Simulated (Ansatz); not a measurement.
Level of theory: frozen-core CCSD(T)/def2-TZVPP // r2SCAN-D4/def2-TZVP (Ansatz, a program for electronic structure).

Ansatz 0.2 input:
```yaml
crystal:
  periodic: [false, false, false]
  atoms:
    - { symbol: O, position_ang: [-0.744086, 1.799975, -0.120867] }
    - { symbol: Sn, position_ang: [-0.000029, 0.00005, 0.000066] }
    - { symbol: O, position_ang: [-0.793703, -1.00488, -1.472401] }
    - { symbol: O, position_ang: [-0.400945, -1.016691, 1.616687] }
    - { symbol: O, position_ang: [1.938605, 0.221682, -0.023261] }
    - { symbol: H, position_ang: [-1.558655, 1.805798, -0.638935] }
    - { symbol: H, position_ang: [-0.952051, -1.923523, -1.221419] }
    - { symbol: H, position_ang: [0.324321, -0.961446, 2.25142] }
    - { symbol: H, position_ang: [2.186543, 1.079036, -0.39129] }
basis:
  gaussian: { orbitals: def2-TZVPP }
correlation:
  method: ccsd_t
```

Output:

```
Functional definition: HF
1602 factors; integrals over basis functions are off by at most 6.0e-4 eV
mean field evaluation 1: about -14015.7117 eV, gradient 6.7e1 eV
mean field evaluation 2: about -14015.9274 eV, gradient 6.7e1 eV
mean field evaluation 4: about -14023.2660 eV, gradient 3.0e0 eV
mean field evaluation 8: about -14023.3254 eV, gradient 1.9e-1 eV
mean field evaluation 16: about -14015.7113 eV, gradient 6.7e1 eV
mean field -14023.32556254 eV, -515.3477090719 hartree, gradient 2.8e-6 eV, S^2 0.000000; 0 other end points of the search recorded, 0 dependent functions left out
8 core orbitals not correlated
reference -14023.32556254 eV, -515.3477090719 hartree; 21, 21 occupied and 201, 201 virtual orbitals, 1602 factors
second order -35.30396357 eV of doubles, -0.00000000 eV of singles
cycle   1  -34.13900551 eV  change     1.2e0 eV  update   1.4e-1
cycle   2  -34.95119084 eV  change   -8.1e-1 eV  update   4.3e-2
cycle   3  -35.14864240 eV  change   -2.0e-1 eV  update   2.2e-2
cycle   4  -35.12530406 eV  change    2.3e-2 eV  update   5.7e-3
cycle   5  -35.12074375 eV  change    4.6e-3 eV  update   2.6e-3
cycle   6  -35.12281134 eV  change   -2.1e-3 eV  update   9.0e-4
cycle   7  -35.12250751 eV  change    3.0e-4 eV  update   3.4e-4
cycle   8  -35.12231905 eV  change    1.9e-4 eV  update   9.6e-5
cycle   9  -35.12235735 eV  change   -3.8e-5 eV  update   4.0e-5
perturbative correction -1.25734731 eV, -0.0462066615 hartree
Total energy: -14059.70526721 eV, -516.6846385593 hartree
```

Cost: around 12 core-minutes (rough).
